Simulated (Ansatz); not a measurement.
Species: BO (charge 0, doublet). 
Structure (B3LYP-D3(BJ)/def2-TZVP (Ansatz, a program for electronic structure) minimum search):
```xyz
2

B      0.0000     0.0000    -0.7398
O      0.0000     0.0000     0.4623
```
Charge 0, spin multiplicity 2.

Total electronic energies in hartree. Cores are frozen in the correlated levels unless marked. UHF or UKS for open shells. No spin-orbit coupling. Non-relativistic. CBS(X,Y): correlation extrapolated as X^-3; Hartree-Fock from the larger set (for Q and 5 zeta extrapolated as (X+1)exp(-9√X)). [CCSD(T)-MP2]/basis is that difference in the basis named.

```tsv
level	program	energy (Eh)
HF/aug-cc-pVQZ	Ansatz	-99.56458
r2SCAN0/def2-TZVPD	Ansatz	-99.99899
RI-MP2/def2-QZVPPD	Ansatz	-99.88526
SCS-MP2/def2-QZVPPD	Ansatz	-99.87657
CCSD/6-31G	Ansatz	-99.64845
CCSD/cc-pVDZ	Ansatz	-99.77144
CCSD(T)/cc-pVQZ	Ansatz	-99.89920
RI-MP2/CBS(aug-cc-pVTZ,aug-cc-pVQZ)+[CCSD(T)-MP2]/aug-cc-pVQZ	Ansatz	-99.9163
CCSD(T)/CBS(cc-pVQZ,cc-pV5Z)	Ansatz	-99.9167
```

Totals of different functionals don't rank their quality; only differences between species are comparable.
